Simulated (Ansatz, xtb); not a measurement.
# A geometry optimisation of BHOSe with r2SCAN-D4/def2-SVP

The starting geometry of this gas-phase singlet was built from a drawn formula by distance geometry and a force field; its bonds are those of `B#[SeH]=O`.

```xyz
4

B    -2.4136   -1.9143   -2.4656
O     0.4068   -0.6604   -3.5732
Se   -0.7054   -1.7368   -2.9722
H    -0.2159   -3.2230   -3.3196
```

Problem. Predict what it relaxes into with r2SCAN-D4/def2-SVP.

Solution. It rearranges to `B1O[Se]1`. Distances that change by over a tenth: O2–Se3 (1.66 → 2.02 Å). Contacts that open: Se3–H4 (1.60 → 3.01 Å). Contacts that close: B1–O2 (3.28 → 1.31 Å), B1–H4 (2.70 → 1.20 Å).

The energy falls by 6.83 eV over 35 steps:

```
step  E − E(last) (eV)
   1             6.834
   5             6.013
   9             5.119
  12             4.016
  16             3.666
  20             3.641
  24             3.524
  27             3.176
  31             0.050
  35             0.000
```

Final geometry (Å):

```xyz
4

B    -1.0425   -2.0602   -3.0610
O    -0.7792   -0.8281   -3.4231
Se    0.8807   -1.8642   -2.9101
H    -1.9870   -2.7819   -2.9365
```

From the same start GFN2-xTB ends elsewhere, at `O=B[SeH]`.

No frequencies were run, so the end isn't proven a minimum. Run with Ansatz 0.2.0, 36 s on 2 threads of Arm Neoverse V1 (shared host).
